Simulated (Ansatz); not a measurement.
Consider the formal exchange of groups at the Sn–Si bond: `[SiH3][SnH2][SiH3]` + `CF` → `F[CH2][SnH2][SiH3]` + SiH₄.

Gas-phase electronic energies from Ansatz, PBE0-D4/def2-TZVP geometries. CBS: MP2 limit from def2 TZ/QZ plus the TZ coupled-cluster correction, frozen cores. This one scheme is used for every species. Functionals use def2-TZVPP. B3LYP here is the variant with VWN-RPA as its local correlation; programs differ in this. Elements past krypton have def2 core potentials. For Sn outer-core shells are correlated without core-valence functions, which leaves a few kJ/mol of doubt a bond. Each species was taken in one conformer, which may not be the lowest.

```
             level  ΔE (kJ/mol)  difference from CCSD(T)/CBS
            PBE-D4         70.6                          3.4
         r2SCAN-D4         68.8                          1.6
           PBE0-D4         74.7                          7.5
          B3LYP-D4         66.0                         -1.2
           ωB97X-V         64.4                         -2.8
           ωB97M-V         63.9                         -3.3
            B2PLYP         64.8                         -2.4
               PBE         69.8                          2.6
            r2SCAN         68.6                          1.4
              PBE0         73.8                          6.6
             B3LYP         64.7                         -2.5
     HF/def2-TZVPP         67.6                          0.4
    MP2/def2-TZVPP         66.1                         -1.1
SCS-MP2/def2-TZVPP         62.5                         -4.7
   CCSD/def2-TZVPP         65.2                         -2.0
CCSD(T)/def2-TZVPP         64.4                         -2.8
     HF/def2-QZVPP         67.4                          0.2
    MP2/def2-QZVPP         67.6                          0.4
SCS-MP2/def2-QZVPP         64.1                         -3.1
      HF/CBS(def2)         67.4                          0.2
     MP2/CBS(def2)         68.9                          1.7
    CCSD/CBS(def2)         68.0                          0.8
       CCSD(T)/CBS         67.2                            0
```

Largest T1 diagnostic among the species: 0.013.

From PBE to PBE0 (25 % exact exchange), in def2-TZVPP and without D4, ΔE moves by +4.0 kJ/mol.
